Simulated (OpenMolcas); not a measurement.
# Er3+: CASPT2 settings compared

- Program: OpenMolcas 26.06
- Basis: ANO-RCC-VDZ [7s6p4d2f]
- Scalar Hamiltonian: DKH2, point nucleus
- Active space: 11 electrons in 7 orbitals (4f)
- State averaging: 2S+1 = 4 odd, 35 roots (21 in the spin-orbit step); 2S+1 = 2 odd, 112 roots (35 in the spin-orbit step)
- Spin-orbit coupling: state interaction with AMFI integrals over the reference wave functions, term energies averaged over their components

Methods on the same reference wave functions:
A. CASSCF
B. SS-CASPT2, IPEA 0.75 Eh, no level shift (closed shells correlated: 5s 5p)
C. XMS-CASPT2, IPEA 0.5 Eh, sigma1 regulariser 0.5 Eh (closed shells correlated: 5s 5p)
D. XMS-CASPT2, IPEA 0.75 Eh, imaginary shift 0.1 Eh (closed shells correlated: 4d 5s 5p)

Energies in eV above 4f11 4I* 15/2, the measured ground level; measured values from the list in Tchang-Brillet, Wyart, Meftah and Ait Mammar, Atoms 6, 52 (2018).

| Level | A | B | C | D | Measured |
| --- | --- | --- | --- | --- | --- |
| 4f11 4I* 15/2 | 0.0000 | 0.0000 | 0.0000 | 0.0000 | 0.0000 |
| 4f11 4I* 13/2 | 0.8276 | 0.830 | 0.829 | 0.829 | 0.8069 |
| 4f11 4I* 11/2 | 1.3484 | 1.341 | 1.345 | 1.330 | 1.2611 |
| 4f11 4I* 9/2 [63 %] | 1.6710 | 1.639 | 1.651 | 1.605 | 1.5459 |
| 4f11 4F* 9/2 [64 %] | 2.3646 | 2.194 | 2.224 | 2.105 | 1.9100 |

Deviations, from unrounded energies. A percentage is the sum of absolute deviations over the sum of measured energies, with the sign that they share, or ± where signs differ.

| Against measurement | Levels | A | B | C | D |
| --- | --- | --- | --- | --- | --- |
| mean absolute deviation (cm-1) | 4 | 1400 | 970 | 1100 | 700 |
| fine structure of the ground term (%) | 3 | +6.4 | +5.4 | +5.8 | +4.2 |
| other terms of the ground configuration (%) | 1 | +23.8 | +14.9 | +16.5 | +10.2 |

D lies closest to measurement on these levels and A furthest from it. The largest miss of D in the table is 4f11 4F* 9/2 [64 %], by +1600 cm-1. The ranking rests on the paired levels alone, and a cruder setting can come out closer through cancelling errors.

Among B to D the level of the table that moves most is 4f11 4F* 9/2 [64 %], by 960 cm-1 (lowest in D, highest in C). Moves below CASPT2's spread within the term are not significant.

The mean deviations of B to D differ by less than CASPT2's widest spread within a term (1500 cm-1), so their order carries little weight.

The lowest spin-free term lies below A's lowest term by 0.471 hartree in B, 0.479 hartree in C, 0.633 hartree in D.

CASPT2 does not keep the components of a term degenerate, so their means are used; among the terms shown or strongly mixed into the levels shown the widest spread is 1500 cm-1 (4f11 4I*, D). High states are left out of the spin-orbit mixing, which shifts the levels that they would mix with. Some levels mix across a computed gap that differs much from the measured one, so their mixing is not that of the real levels. The basis is small and was not contracted for so high a charge. Without dynamic correlation excited terms often stand tens of per cent too high (terms of higher spin than the ground term too low), and those without a measured partner can miss by more than the paired ones (holds for A). Some terms miss by over 15 % even with CASPT2, which points to a basis or an active space too small for the shells correlated (holds for C). The CASPT2 spread within a term exceeds the gap to the next term for 4f11 4F* and 4f11 2H*, so the order of their levels is uncertain (holds for D). Measured partners are found by configuration, term and J. A level has none where our copy of the source lacks it or the pairing is in doubt (some pairs that miss far off the trend of their configuration count as doubtful), and it then counts in no deviation. Levels of configurations outside the active space are missing. Levels that lie high or do not pair safely by name in every column are left out.

A share in square brackets marks a mixed level and gives the weight of the term that names it, the lowest over the columns. * marks odd parity.
